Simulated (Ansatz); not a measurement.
The cluster Mg7⁺, relaxed as a doublet with UKS PBE0/def2-SVP in Ansatz, starting from the GFN1-xTB geometry. Force threshold 0.02 eV/Å.

The structure comes from a short search, and lower isomers may exist.

Start:

```xyz
7

Mg    2.622   -1.473   -1.155
Mg   -1.447   -1.278    0.586
Mg   -2.224    1.621    1.410
Mg    0.976    0.998    1.017
Mg   -1.331    2.567   -1.235
Mg    1.422   -2.303    1.385
Mg   -0.017   -0.133   -2.008
```

```tsv
step	energy (eV)	largest force component (eV/Å)	SCF passes
1	-38072.3607	0.274	39
2	-38072.4318	0.175	54
3	-38072.5514	0.206	49
4	-38072.6842	0.211	45
5	-38072.7678	0.078	42
6	-38072.7882	0.057	42
7	-38072.7927	0.032	43
8	-38072.7942	0.014	46
9	-38072.7945	0.010	46
```

Force components are those of the run's own axes.

End:

```xyz
7

Mg    3.067   -0.955   -0.932
Mg   -1.770   -0.719    0.520
Mg   -2.028    1.915    1.840
Mg    0.911    0.870    0.771
Mg   -1.514    2.077   -1.190
Mg    1.072   -2.463    0.835
Mg    0.262   -0.726   -1.843
```

Bonds formed: Mg1–Mg4, Mg2–Mg5, Mg4–Mg5, Mg6–Mg7 (atoms count from 1). The end is the same structure that another start reached.

The force fell under the threshold at step 8, but the optimiser went on. No frequencies were taken in this run, so the end may be a saddle point.

Hardware: 4 threads of Arm Neoverse V2 on a shared host. Wall time 53 s.
